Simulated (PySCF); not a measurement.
PbClBr, SMILES [Cl][Pb][Br] (connectivity only; charge and spin as stated), neutral, multiplicity 1.

The structure is a stationary point at B3LYP-D3(BJ)/def2-TZVP. The def2 effective core potentials stand for the cores of Pb; spin–orbit coupling is left out.

The numbers are results of PySCF with C-PCM-B3LYP/def2-SVP, not measurements.

The values are the electrostatic part of the solvation free energy, E(continuum) − E(gas) at the gas-phase geometry, in a cavity of scaled van der Waals radii (PySCF's table); cavitation and dispersion terms are not included. A continuum can't describe solvent molecules that bind to the metal. In vacuum the orbital gap is 4.16 eV. The dipole moment in vacuum is 4.23 D.

Computed values in water (ε = 78.36), n-hexane (ε = 1.88), toluene (ε = 2.37):
| solvent | ε | ΔG(elec) (kcal/mol) | dipole (D) | gap (eV) |
|---|---|---|---|---|
| water | 78.36 | -10.6 | 6.29 | 4.75 |
| n-hexane | 1.88 | -4.3 | 5.05 | 4.41 |
| toluene | 2.37 | -5.4 | 5.28 | 4.47 |
